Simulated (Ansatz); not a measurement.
Saddle point of SiAsH7S, singlet (SiH₄S ([SiH3][SH]) + AsH₃ → SiAsH₅ ([SiH3][AsH2]) + H₂S; bonds formed: Si1–As7, S2–H6; bonds broken: Si1–S2, H6–As7), PBE0-D4/def2-TZVP structure:

```xyz
10
angstrom
Si -0.6121 0.6450 0.8820
S 1.5861 0.9961 -0.0201
H -1.4706 1.6039 0.1530
H -0.1469 1.3869 2.1030
H -1.2415 -0.5481 1.5179
H 0.7809 0.0835 -0.8660
As -0.9127 -1.0837 -1.2185
H 2.0527 -0.0748 0.6434
H 0.0209 -2.1883 -0.7338
H -0.0567 -0.8205 -2.4611
```

Energies are electronic, without zero-point energy. Barriers and step energies count from the start structure reached by relaxing down the imaginary mode; all methods use the PBE0-D4 structures, on which another method's saddle can fall below an end. Computed with Ansatz 0.2.0 (basis: def2-TZVPP, with def2-QZVPP for the basis limit); correlated methods freeze the cores. Filled d shells of the heavier atoms are correlated. The def2 sets are not built for correlating such inner shells, so the correlated values are less sure here. B3LYP uses VWN-RPA correlation. Extrapolation: Hartree–Fock as exp(−7.88 √X), correlation as X^−2.97.

```
      method  barrier (kcal/mol)  step energy (kcal/mol)
       SPW92               39.82                    5.41
      PBE-D4               45.64                    5.32
     BLYP-D4                   ?                    6.19
   r2SCAN-D4               51.19                    6.21
      B97M-V               57.44                    7.13
     PBE0-D4                   ?                    5.68
    B3LYP-D4               55.64                    6.37
  r2SCAN0-D4                   ?                    6.26
    BHLYP-D4               62.72                    6.97
CAM-B3LYP-D4               60.15                    6.58
     wB97X-V               60.57                    6.54
     wB97M-V               58.06                    6.64
      B2PLYP               58.31                    6.30
    PBE-QIDH               56.53                    6.24
  RPA on PBE               59.03                    5.99
          HF               78.84                    7.40
         MP2               57.32                    6.58
        CCSD               63.09                    6.10
     CCSD(T)               59.31                    6.03
```

Question: Fill in the withheld barriers. (An estimate is asked for; the value comes from the calculation.)

Answer: The calculation gives: PBE0-D4 51.50; BLYP-D4 51.09; r2SCAN0-D4 54.73 kcal/mol. Each is the energy of the saddle less that of the start structure, by the same method.

For comparison, the barrier by CCSD(T) at an estimated basis limit (MP2 extrapolated from triple and quadruple zeta, plus CCSD(T) − MP2 in triple zeta) is 57.71 kcal/mol.

The T1 diagnostic stays at or below 0.013.

Labels in which every atom is bracketed show which atoms are joined, not bond orders.

For scale, one of the runs: CCSD(T)/def2-TZVPP, 230 basis functions, launched by `ansatz run in.yaml --threads 4 --pin off --events-out ev --progress --plain --max-ram 9574MiB`. The run took 86 s on 4 CPU threads of an Arm Neoverse V2 (shared host), with 3.6 GiB of host memory at its peak.
